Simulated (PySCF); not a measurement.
## Quadrupolar nuclei of `CS[C@H]([SiH3])[SiH2]P` in NMR

Compound: C2H11PSSi2.
Cartesian coordinates in Å at the GFN2-xTB level; atoms count from 1:
```
atom  x, y, z in Å
C1     2.6939   -0.6314    0.2073
S2     0.9574   -1.0690    0.4974
C3     0.1245    0.2781   -0.4367
Si4   -0.0076    1.7997    0.7008
Si5   -1.5260   -0.4213   -1.0935
P6    -2.8851   -0.7744    0.6453
H7     2.8887    0.3683    0.5844
H8     3.2918   -1.3586    0.7470
H9     2.9098   -0.6875   -0.8567
H10    0.7665    0.4735   -1.2954
H11   -0.5208    2.9134   -0.0971
H12   -0.8820    1.4586    1.8173
H13    1.3332    2.1369    1.1901
H14   -2.1485    0.5978   -1.9469
H15   -1.2296   -1.6152   -1.8952
H16   -3.6786   -1.7047   -0.0005
H17   -2.0946   -1.7521    1.2224
```

Computed at PBE0/pcSseg-1 (PySCF, non-relativistic):

```tsv
atom	environment	nucleus	spin I	Q (b)	CQ = χzz (MHz)	η
S2	sulfide sulfur	33S	3/2	-0.0678	50.004	0.622
```

Task: Which field gradients stand behind these couplings (CQ in MHz = 234.96 × Q in b × Vzz in au)?

Result: The tensor is traceless, so η fixes the two smaller values:

```csv
atom,Vxx (au),Vyy (au),Vzz (au),Vzz (10²¹ V/m²)
S2,0.593,2.546,-3.139,-30.50
```

Task: Give the quadrupolar product PQ = |CQ|√(1 + η²/3), the quadrupolar frequency νQ = 3|CQ|/[2I(2I − 1)] and the Larmor frequency ν0 = |g| × 7.62259 MHz/T × B at 9.4 T, with g(33S) = 0.42921.

Result: 
```tsv
atom	PQ (MHz)	νQ (MHz)	ν0 (MHz)	νQ/ν0
S2	53.13	25.00	30.75	0.813
```

For S2: PQ = 50.00 × 1.0626, νQ = 50.00 × 0.5000, ν0 = 3.2717 MHz/T × 9.4 T.

For S2 νQ isn't small against ν0, so the high-field expansions of solid-state NMR fail there at this field.

The couplings are those of the rigid, isolated species; surroundings and motion change them. GFN2-xTB bond lengths can be off by several hundredths of an ångström, more for odd bonds, and the gradients follow them. The small basis limits the accuracy of the gradients.

One conformer stands for the species.
